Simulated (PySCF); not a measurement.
Method: PBE0-D3(BJ)/def2-TZVP in PySCF 2.14.0. All species are isolated molecules in the gas phase. Delta-SCF ions had no search for a lower state. 

Reference species (SMILES): `[SH][Ge]([Cl])([Cl])[Cl]` (neutral, multiplicity 1).

```yaml
HOMO–LUMO gap: 6.38 eV
vertical ionisation energy (Delta-SCF): 10.42 eV
LUMO: -1.98 eV
```

Changed species: `[Cl][Ge]([Cl])([Cl])[Cl]` (0 of 4 Cl replaced by SH; the reference has 1 of 4 Cl replaced by SH).

Q: Predict the effect on the HOMO–LUMO gap, vertical ionisation energy (Delta-SCF) and LUMO.

A: the HOMO–LUMO gap rises by 1.06 eV, to 7.44 eV; the vertical ionisation energy (Delta-SCF) rises by 1.16 eV, to 11.58 eV; the LUMO falls by 0.24 eV, to -2.22 eV.
